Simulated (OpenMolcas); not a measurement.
An OpenMolcas run meant for Fe2+ (ANO-RCC-VDZ, DKH2; inactive shells 1s 2s 2p 3s 3p; intended active space 6 electrons in 5 orbitals (3d)). One step of its input:

```
&RASSCF
FileOrb=start.orb
Symmetry=1
Spin=5
nActEl=6 0 0
Inactive=3 6
Ras2=5 0
CIRoot=5 5 1
SDav=5
CIMx=300
Iter=61 100
PrWF=0.3
OrbListing=Nothing
MaxOrb=0
Atom
Thrs=1.0e-2 5.0e-1 5.0e-1
```

The run finished. Its levels beside those of a sound run (CASSCF), in cm-1 above each run's lowest level:

| Level | This run | Usual run |
| --- | --- | --- |
| 3d6 5D4 | 0.0 | 0.0 |
| 3d6 5D3 | 436 | 454 |
| 3d6 5D2 | 743 | 773 |
| 3d6 5D1 | 938 | 978 |
| 3d6 5D0 | 1034 | 1078 |
| 3d6 3H6 | 20670 | 22318 |
| 3d6 3H5 | 20901 | 22553 |
| 3d6 3H4 | 21075 | 22732 |
| 3d6 3P2 | 22764 | 24447 |
| 3d6 3F4 | 23865 | 25566 |
| 3d6 3P1 | 24028 | 25738 |
| 3d6 3F3 | 24107 | 25811 |
| 3d6 3F2 | 24313 | 26022 |
| 3d6 3P0 | 24661 | 26385 |

Question: Which setting is unsound, and how much does it matter here?

Answer: The convergence thresholds are far too loose, so the orbitals stop early. Against the sound run the excited levels shown move by 1200 cm-1 on average and by 1700 cm-1 at most.

Some high roots are left out of the spin-orbit mixing, which shifts the levels that they would mix with. Without dynamic correlation excited terms often stand tens of per cent too high (terms of higher spin than the ground term too low), and those without a measured partner can miss by more than the paired ones. Levels of configurations outside the active space are missing.
